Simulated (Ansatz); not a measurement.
Consider the atomization: `C=[CH][GeH][Cl]`• → 2 C• + Cl• + Ge• + 4 H•.

Isolated molecules relaxed with PBE0-D4/def2-TZVP in Ansatz; ΔE leaves out vibrations. CCSD(T)/CBS is the MP2 limit (def2-TZVPP, def2-QZVPP) plus CCSD(T) − MP2 in def2-TZVPP, frozen cores. This one scheme is used for every species, atoms too. Functionals use def2-TZVPP. HSE06 is defined as in plane-wave codes. No spin–orbit coupling; open shells (•) take unrestricted orbitals. Spin–orbit coupling would lower the free atoms: a little for C, Cl; clearly for Ge. For Ge outer-core shells are correlated without core-valence functions, so the limit isn't a true one: a few kJ/mol of doubt a bond, and 10 to 20 or more in all where bonds break to atoms. Scalar relativity is left out up to krypton. Each species was taken in one conformer, which may not be the lowest.

```tsv
level	ΔE (eV)	difference from CCSD(T)/CBS
PBE0-D4	29.17	0.26
r2SCANh-D4	29.05	0.14
r2SCAN0-D4	28.80	-0.11
HSE06-D4	29.19	0.28
ωB97M-V	28.95	0.04
PBE	29.45	0.54
revPBE	28.40	-0.51
r2SCANh	29.00	0.09
r2SCAN0	28.74	-0.17
CAM-B3LYP	28.77	-0.14
HF/def2-SVP	21.58	-7.33
MP2/def2-SVP	27.52	-1.39
MP2/def2-TZVPP	28.58	-0.33
SCS-MP2/def2-TZVPP	28.31	-0.60
HF/CBS(def2)	21.43	-7.48
MP2/CBS(def2)	29.20	0.29
CCSD(T)/CBS	28.91	0
```

Largest T1 diagnostic among the species: 0.022.

From PBE to PBE0 (25 % exact exchange), in def2-TZVPP and without D4, ΔE moves by −0.45 eV: exact exchange takes away binding that semilocal exchange gives to molecules. At CCSD(T), def2-SVP lies −1.55 eV from the extrapolated value and def2-TZVPP −0.62 eV: correlation converges slowly with the basis, and small sets miss more of it in the bonded molecule than in its fragments. The D4 term adds +0.31 eV with B3LYP and +0.16 eV with PBE0; it sums over pairs of atoms, weighted by their polarisabilities, and B3LYP, whose exchange is more repulsive, gets the larger term.

B3LYP here is the variant with VWN-RPA as its local correlation; programs differ in this.

For atomizations the MP2-based limit and the directly extrapolated one differ by several kJ/mol either way, and by 10 to 25 for some Ge, Se and Sn compounds, so smaller differences from it don't rank the levels.
